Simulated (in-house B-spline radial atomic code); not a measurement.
Configurations of the chlorine ion Cl⁵⁺, with energies counted from [Ne] 3s2. Method: Dirac-Hartree-Fock, average of configuration, Fermi nucleus of rms radius 3.3654 fm. Calculated with an all-electron radial atomic-structure program (B-spline basis). Energies include first-order Breit, QED and recoil terms.

Occupations are held fixed; configurations that lie above the ionisation limit could autoionise.

```
                          configuration  E - E(ref) (eV)  highest orbital  its <r> (bohr)
[He] 2s2 (2p1/2)1 (2p3/2)4 3s2 (3d5/2)1           234.93            3d5/2           1.373
[He] 2s2 (2p1/2)2 (2p3/2)3 3s2 (4p1/2)1           256.88            4p1/2           2.829
[He] 2s2 (2p1/2)1 (2p3/2)4 3s2 (5f7/2)1           280.17            5f7/2           5.122
[He] 2s2 (2p1/2)1 (2p3/2)4 3s2 (6d3/2)1           285.48            6d3/2           7.877
              [He] 2s1 2p6 3s2 (4f5/2)1           339.78            4f5/2             2.9
```

**Question.** Order these further configurations by energy, lowest first.
A. [He] 2s2 (2p1/2)1 (2p3/2)4 3s2 (5d5/2)1
B. [He] 2s2 (2p1/2)1 (2p3/2)4 3s2 (7f7/2)1
C. [He] 2s1 2p6 3s2 (4d5/2)1
D. [Ne] 3s1 (3p1/2)1
E. [He] 2s2 (2p1/2)1 (2p3/2)4 3s2 6s1

**Answer.** D (12.726 eV), A (278.65 eV), E (282.31 eV), B (289.96 eV), C (336.59 eV).
